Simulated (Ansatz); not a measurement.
Gas-phase electronic energies from Ansatz, PBE0-D4/def2-TZVP geometries. CCSD(T)/CBS is the MP2 limit (def2-TZVPP, def2-QZVPP) plus CCSD(T) − MP2 in def2-TZVPP, frozen cores. This one scheme is used for every species. Functionals use def2-TZVPP. Elements past krypton have def2 core potentials. For Sb outer-core shells are correlated without core-valence functions, which leaves a few kJ/mol of doubt a bond.

`[BH2][AlH][SbH2]` + H₂ → `[BH2][AlH2]` + `[SbH3]`  (hydrogenolysis of the Al–Sb bond)

Task: Is it downhill or uphill in electronic energy at CCSD(T)/CBS, and by how much? (An estimate is asked.)

Result: Computed: Uphill: ΔE = +0.59 eV.

Task: What do these levels give: r2SCANh-D4, BHLYP-D4, CAM-B3LYP, LC-ωPBE, MP2/def2-SVP, SCS-MP2/def2-QZVPP? (Estimate.)

Result: Ansatz gave: r2SCANh-D4 0.59, BHLYP-D4 0.48, CAM-B3LYP 0.36, LC-ωPBE 0.44, MP2/def2-SVP 0.48, SCS-MP2/def2-QZVPP 0.55 eV.

Task: What do rigid-rotor, harmonic-oscillator terms from PBE0-D4/def2-TZVP frequencies (298.15 K, 1 bar) make of the CCSD(T)/CBS value? (Best estimate.)

Result: Ansatz gave: ΔZPE = +0.04 eV, ΔH = +0.58 eV, ΔS = 10 J/(mol·K), ΔG = +0.55 eV.

Largest T1 diagnostic among the species: 0.014.

From PBE to PBE0 (25 % exact exchange), in def2-TZVPP and without D4, ΔE moves by −0.04 eV. In def2-TZVPP, CCSD(T) changes the Hartree–Fock value by +0.25 eV (the triples alone add +0.06 eV) and MP2 by +0.37 eV.
